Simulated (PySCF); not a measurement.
PySCF 2.14 output of an unrestricted BHandHLYP calculation on a single atom or ion in aug-cc-pVDZ-DK, with the spin-free X2C one-electron Hamiltonian (Gaussian nucleus):

```
SCF conv_tol = 1e-09
number electrons alpha = 16  beta = 14
    A. D. Becke.,  J. Chem. Phys. 98, 1372 (1993)
    Defined through Gaussian implementation.
cycle= 1 E= -1795.62457356924  delta_E= -0.00492  |g|= 0.0896  |ddm|= 0.29
cycle= 2 E= -1795.62342364547  delta_E= 0.00115  |g|= 0.131  |ddm|= 0.224
cycle= 3 E= -1795.6257628185  delta_E= -0.00234  |g|= 0.00131  |ddm|= 0.083
cycle= 4 E= -1795.62576639355  delta_E= -3.58e-06  |g|= 0.000577  |ddm|= 0.0455
cycle= 5 E= -1795.62576662993  delta_E= -2.36e-07  |g|= 6.89e-05  |ddm|= 0.0127
cycle= 6 E= -1795.62576664077  delta_E= -1.08e-08  |g|= 3.03e-06  |ddm|= 0.00346
cycle= 7 E= -1795.6257666408  delta_E= -2.41e-11  |g|= 4.18e-07  |ddm|= 0.000146
converged SCF energy = -1795.6257666408  <S^2> = 2.0002962  2S+1 = 3.0001974
```

The run itself started from symmetry-adapted Hartree-Fock orbitals and held the occupation by maximum overlap, on a logarithmic radial grid, so the iterations belong to that start.

Which element, charge and spin multiplicity is this?

Zn (zinc, neutral), multiplicity 3; the state was [Ar] 3d10 4s1 5s1, high-spin 3S determinant (an excited configuration).

The outer electron is Rydberg-like, and this basis confines it to a smaller radius and binds it less than a complete one would.
